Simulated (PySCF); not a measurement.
disilicon carbide (CSi2), SMILES [Si]=C=[Si] (connectivity only; charge and spin as stated), neutral, multiplicity 1. Atoms are numbered in the order given.

```xyz
3

Si     0.0000     0.0000    -1.6915
C      0.0000     0.0000     0.0000
Si     0.0000     0.0000     1.6915
```
Charge 0, spin multiplicity 1.

The structure is a stationary point at r2SCAN-D4/def2-TZVP. A frequency run showed that this geometry is not a minimum.

Method: PBE/def2-TZVPD in PySCF.

The molecule is in vacuum.

Computed frontier levels, gap, dipole moment and polarisability:
| Property | Result |
|---|---|
| highest occupied level | -6.12 eV |
| lowest empty level | -3.52 eV |
| orbital gap | 2.60 eV |
| dipole moment | 0.00 D |
| quadrupole, principal values (traceless, Buckingham form, about the centre of nuclear charge) | -0.31, 0.16, 0.16 D·Å |
| mean static polarisability | 84.9 bohr³ (12.59 Å³) |
| polarisability, principal values | 61.7, 61.7, 131.3 bohr³ |
